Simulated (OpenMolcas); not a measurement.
## Zn: CASPT2 settings compared

```yaml
Program: OpenMolcas 26.06
Basis: ANO-RCC-VDZP [5s4p2d1f]
Scalar_Hamiltonian: DKH4, point nucleus
Active_space: 2 electrons in 4 orbitals (4s 4p)
State_averaging: 2S+1 = 1 even, 1 root; 2S+1 = 3 odd, 3 roots
Spin-orbit_coupling: RASSI with atomic mean-field integrals over the reference wave functions, term energies averaged over their components
```

Methods on the same reference wave functions:
A. CASSCF
B. SS-CASPT2, IPEA 0.5 Eh, real shift 0.4 Eh (closed shells correlated: none)
C. SS-CASPT2, IPEA 0.2 Eh, sigma1 regulariser 0.3 Eh (closed shells correlated: 3d)
D. XMS-CASPT2, IPEA 0.6 Eh, real shift 0.1 Eh (closed shells correlated: 3d)

Energies in cm⁻¹ above 4s² ¹S₀, the measured ground level; measured values from NIST Handbook of Basic Atomic Spectroscopic Data.

| Level | A | B | C | D | Measured |
| --- | --- | --- | --- | --- | --- |
| 4s² ¹S₀ | 0.0 | 0.0 | 0.0 | 0.0 | 0.0 |
| 4s 4p ³P°₀ | 28660 | 28712 | 30877 | 30812 | 32311 |
| 4s 4p ³P°₁ | 28817 | 28869 | 31034 | 30969 | 32501 |
| 4s 4p ³P°₂ | 29130 | 29182 | 31348 | 31282 | 32890 |

Deviations, from unrounded energies. A percentage is the sum of absolute deviations over the sum of measured energies, with the sign that they share, or ± where signs differ.

```csv
Against measurement,Levels,A,B,C,D
mean absolute deviation (cm-1),3,3700,3600,1500,1500
other configurations (%),3,-11.4,-11.2,-4.5,-4.7
```

C, D lie about equally close to measurement and A furthest from it. The largest miss of C in the table is 4s 4p ³P°₂, by -1500 cm-1. The ranking rests on the paired levels alone, and a cruder setting can come out closer through cancelling errors.

Among B to D the level of the table that moves most is 4s 4p ³P°₀, by 2200 cm-1 (lowest in B, highest in C).

The lowest spin-free term lies below A's lowest term by 0.001 hartree in B, 0.406 hartree in C, 0.405 hartree in D.

Without dynamic correlation excited terms often stand tens of per cent too high (terms of higher spin than the ground term too low), and those without a measured partner can miss by more than the paired ones (holds for A). Computed and measured levels are paired by configuration, term and J; levels that our copy of the source lacks, or whose pairing is in doubt (as where it misses far off the trend of its configuration), stay unpaired and out of the deviations. Levels of configurations outside the active space are missing.

° marks odd parity.
